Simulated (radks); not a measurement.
The numbers below are computed, except where a source is named.
C3+, 3 electrons, occupied as [He] 2s1 (the NIST ground configuration).

Level of theory: non-relativistic Kohn-Sham, PBE, spin-polarised, spherical densities, point nucleus; open shells are filled with parallel spins first (a radial shooting solver on a logarithmic mesh with Libxc functionals).

Energy parts (Ry):
| part | energy |
|---|---|
| total | -69.45997 |
| kinetic | 69.35092 |
| electron-nucleus | -149.59263 |
| Hartree | 18.67811 |
| exchange-correlation | -7.89637 |

Orbitals (lengths in bohr, moments of r in powers of bohr):
[
 {"orbital": "1s up", "occ.": "1", "eigenvalue (Ry)": "-24.40511", "<r>": "0.2694"},
 {"orbital": "1s down", "occ.": "1", "eigenvalue (Ry)": "-24.32453", "<r>": "0.2693"},
 {"orbital": "2s up", "occ.": "1", "eigenvalue (Ry)": "-4.23996", "<r>": "1.273"}
]

The highest occupied level is 2s up at -57.688 eV. The electron density at the nucleus is 127.8 e/bohr^3. Virial ratio -V/T = 2.00157. Spin moment in Bohr magnetons: 1. The density falls to 0.001 e/bohr^3 at r = 2.45 bohr. Summed over all electrons, <r^2> = 2.091 bohr^2, which gives a Langevin (diamagnetic) susceptibility term of -1.66 x 10^-6 cm^3/mol. The spin density at the nucleus is 4.954 e/bohr^3 (1s 0.067, 2s 4.888), a Fermi contact field of 260 T.
